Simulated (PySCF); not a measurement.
# Excitation energy of Ba⁺ by level of theory

Ba⁺ [Xe] 6s1 (2S) → Ba⁺ [Xe] 5d1 (2D), as a difference of total energies. Computed with PySCF 2.14 in def2-TZVPPD with the def2 core potential (46 electrons) (6s4p3d1f, 40 functions), with scalar relativity through the core potential. Correlated levels: valence and next inner shell: nothing frozen outside the core potential. The calculations carry no spin-orbit coupling.

```
                                method  excitation energy (eV)  error (eV)
                                   UHF                   0.819      +0.155
                                   LDA                   0.778      +0.114
                                   PBE                   0.616      -0.048
                                  PBE0                   0.572      -0.092
                                r2SCAN                   0.473      -0.191
                               wB97X-V                   0.644      -0.020
                                 wB97X                   0.638      -0.026
                                  BP86                   0.602      -0.062
                                  MN15                   0.775      +0.111
    MP2 (valence and next inner shell)                   0.963      +0.299
SCS-MP2 (valence and next inner shell)                   0.920      +0.256
```

Reference: 0.664 eV (measured; NIST levels, between the centres of gravity of the two terms).

Errors of the correlated levels include the incompleteness of this basis.
